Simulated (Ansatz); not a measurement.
Reaction (ligand exchange at the Si–O bond): `CO[SiH2][Si](O)(O)F` + H–F → `O[Si](O)(F)[SiH2]F` + CH₃OH

Program: Ansatz. Geometries: PBE0-D4/def2-TZVP. ΔE: electronic, gas phase. CBS: MP2 limit from def2 TZ/QZ plus the TZ coupled-cluster correction, frozen cores. This one scheme is used for every species. DFT in def2-TZVPP. B3LYP here is the variant with VWN-RPA as its local correlation; programs differ in this. One conformer a species, not always the lowest.

```
             level  ΔE (kJ/mol)
         r2SCAN-D4        -38.8
           ωB97M-V        -37.3
            B2PLYP        -40.0
               PBE        -41.1
             B3LYP        -45.2
    MP2/def2-TZVPP        -30.5
SCS-MP2/def2-TZVPP        -35.0
     MP2/CBS(def2)        -31.1
```

(1) What does CCSD(T)/CBS give? (Estimate.)

Largest T1 diagnostic among the species: 0.012.

Results:

(1) Computed: -33.7 kJ/mol. The listed levels differ from it by -5.1, -3.6, -6.3, -7.4, -11.5, 3.2, -1.3, 2.6 kJ/mol.

The D4 term adds +8.5 kJ/mol with B3LYP and +4.9 kJ/mol with PBE0; it sums over pairs of atoms, weighted by their polarisabilities, and B3LYP, whose exchange is more repulsive, gets the larger term. In def2-TZVPP, CCSD(T) changes the Hartree–Fock value by +14.2 kJ/mol (the triples alone add +2.3 kJ/mol) and MP2 by +16.9 kJ/mol.
